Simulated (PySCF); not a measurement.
PySCF job for C3H7ClSi, SMILES Cl/C=C/[SiH2]C, PBE/pcSseg-1. Geometry: PBE0-D3(BJ)/def2-SVP. The structure was generated by enumeration; whether it is a known compound was not checked. The values are those of a single conformer.

```python
import numpy as np
from pyscf import gto, scf, dft
from pyscf.prop.nmr import rks as nmr

mol = gto.M(
    atom='''
    C    -2.85957789    0.40798005   -0.77496207
    Si   -1.40711907   -0.78251167   -0.77911126
    C    -0.07237331   -0.22361356    0.40731197
    C     1.15838553    0.08319632   -0.00821711
    Cl    2.42994759    0.61795236    1.03436667
    H    -3.30358341    0.47897184    0.23004775
    H    -3.64387303    0.07023160   -1.46982404
    H    -2.53770812    1.41555066   -1.07903791
    H    -0.79254015   -0.86513913   -2.14140156
    H    -1.88032692   -2.14776873   -0.38701612
    H    -0.28897197   -0.13049670    1.47867106
    H     1.47895583    0.02324670   -1.05291149
    ''',
    basis='pcSseg-1',
    charge=0,
    spin=0,
    max_memory=1600,
    verbose=3,
)
mf = dft.RKS(mol, xc='pbe')
mf.grids.level = 3
mf.conv_tol = 1e-10
mf.max_cycle = 100
mf.kernel()
n = nmr.NMR(mf)
n.verbose = 2
n.max_cycle_cphf = 60
sigma = n.kernel()
print('atom   isotropic/ppm   span/ppm')
for i, s in enumerate(sigma):
    w = np.linalg.eigvalsh((s + s.T) / 2)
    print(f'{mol.atom_symbol(i):2s}{i + 1:3d} {w.mean():14.3f} {w[2] - w[0]:11.3f}')
```

It prints:

```
converged SCF energy = -867.666837728619
atom   isotropic/ppm   span/ppm
C   1        185.360       9.658
Si  2        376.804      69.485
C   3         48.081     207.281
C   4         34.630     177.987
Cl  5        618.763     547.029
H   6         30.843      10.540
H   7         30.971      11.581
H   8         30.956      10.284
H   9         26.907       6.970
H  10         26.625       7.841
H  11         25.054       6.422
H  12         24.711       8.541
```

The calculation finished and met its thresholds.

Cost: roughly 24 core-seconds.
